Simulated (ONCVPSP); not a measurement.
Gd, ONCV: configuration errors across variants

ONCVPSP 4.0.1 input, shortened (lines: element, Z, core and valence counts, functional; n l f; lmax; l rc ep ncon nbas qcut; lloc lpopt rc5 dvloc0; l nproj debl; icmod fcfact rcfact), PBE, scalar-relativistic:

```
  Gd 64.00    9    5        4      upf
    1    0    2.00
    2    0    2.00
    2    1    6.00
    3    0    2.00
    3    1    6.00
    3    2   10.00
    4    0    2.00
    4    1    6.00
    4    2   10.00
    4    3    7.00
    5    0    2.00
    5    1    6.00
    5    2    2.00
    6    0    1.00
    3
    0    2.05    0.00    4    7    6.40
    1    1.45    0.00    3    7    6.80
    2    3.65    0.00    4    9    4.60
    3    1.35    0.00    4    9   10.40
    4    5    1.00    0.00
    0    2    2.50
    1    2    4.00
    2    2    3.80
    3    2    3.00
    3    4.25    1.45
```

All-electron excitation energies from the reference (eV): (1) 4f7 5s2 5p6 5d1 6s2 -1.770; (2) 4f7 5s2 5p6 5d1 6s1 4.875; (3) 4f7 5s2 5p6 5d1 6s0 16.975.

2 further variants failed, have other tests or another functional or relativity, and are left out.

A true bound ghost makes a file unfit for plane-wave use even where its test errors are small: the radial tests pick states by their node count and pass the ghost by.

Errors AE − PS in meV (a dash: test not solved or not reliable):

| change | (1) | (2) | (3) | bound ghosts | GHOST(+) flags above zero |
| --- | --- | --- | --- | --- | --- |
| base | +3.1 | -29 | -113 | s | p, d |
| f: nproj 3 | +3.1 | -29 | -113 | s | p, d |
| core correction Teter function, fcfact 3.6, rcfact 1.45 | +3.1 | -29 | -113 | s | p, d |

(1) Give the same row for: core correction Teter function, fcfact 4.25, rcfact 1.74.

Answers

(1) -0.1, -32, -118; bound ghosts: s; GHOST(+) flags above zero: p, d.
